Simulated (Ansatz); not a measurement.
CH₄S₂Si (`CS[Si]S`), relaxed with RKS PBE0-D4/def2-TZVP in the Gaussian-basis code of Ansatz from a PBE-D4/def2-SVP geometry. The force threshold is 0.005 eV/Å; the program also tests the step.

Total charge 0; spin multiplicity 1.

Start:

```xyz
8

C    -1.034    0.359   -0.125
S     0.090    1.321    0.952
Si    2.069    0.445    1.065
S     1.999   -1.328   -0.201
H    -2.015    0.873   -0.108
H    -1.165   -0.673    0.257
H    -0.661    0.336   -1.168
H     0.717   -1.333   -0.672
```

```csv
step,energy (eV),largest force (eV/Å),largest move (Å)
1,-30640.6469,0.570,0.000
2,-30640.6868,0.289,0.047
3,-30640.6906,0.105,0.043
4,-30640.6923,0.050,0.014
5,-30640.6924,0.027,0.003
6,-30640.6924,0.003,0.002
```

End:

```xyz
8

C    -1.032    0.355   -0.125
S     0.094    1.289    0.936
Si    2.042    0.437    1.048
S     1.995   -1.313   -0.196
H    -1.989    0.877   -0.104
H    -1.175   -0.657    0.254
H    -0.668    0.330   -1.152
H     0.733   -1.318   -0.660
```

Hardware: 2 threads of a server CPU on a shared host. Wall time 40 s, peak host memory 0.44 GiB.
